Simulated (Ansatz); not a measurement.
Isolated molecules relaxed with PBE0-D4/def2-TZVP in Ansatz; ΔE leaves out vibrations. CBS: MP2 limit from def2 TZ/QZ plus the TZ coupled-cluster correction, frozen cores. Functionals use def2-TZVPP. B3LYP here is the variant with VWN-RPA as its local correlation; programs differ in this. One conformer a species, not always the lowest.

Consider the redistribution: `O[SiH](O)O[Si](O)(F)F` + `C[SiH](F)F` → `O[SiH](O)[SiH](F)F` + `CO[Si](O)(F)F`.

```csv
level,ΔE (kJ/mol),difference from CCSD(T)/CBS
PBE-D4,257.4,-31.0
r2SCAN-D4,285.9,-2.5
PBE0-D4,270.9,-17.5
B3LYP-D4,275.8,-12.6
ωB97M-V,289.9,1.5
PBE,255.0,-33.4
r2SCAN,285.3,-3.1
PBE0,268.8,-19.6
B3LYP,271.9,-16.5
HF/def2-TZVPP,289.9,1.5
MP2/def2-TZVPP,299.5,11.1
CCSD/def2-TZVPP,288.6,0.2
CCSD(T)/def2-TZVPP,287.4,-1.0
HF/def2-QZVPP,291.5,3.1
MP2/def2-QZVPP,300.6,12.2
HF/CBS(def2),291.7,3.3
CCSD(T)/CBS,288.4,0
```

Largest T1 diagnostic among the species: 0.012.

The D4 term adds +3.9 kJ/mol with B3LYP and +2.0 kJ/mol with PBE0; it sums over pairs of atoms, weighted by their polarisabilities, and B3LYP, whose exchange is more repulsive, gets the larger term. From PBE to PBE0 (25 % exact exchange), in def2-TZVPP and without D4, ΔE moves by +13.8 kJ/mol.
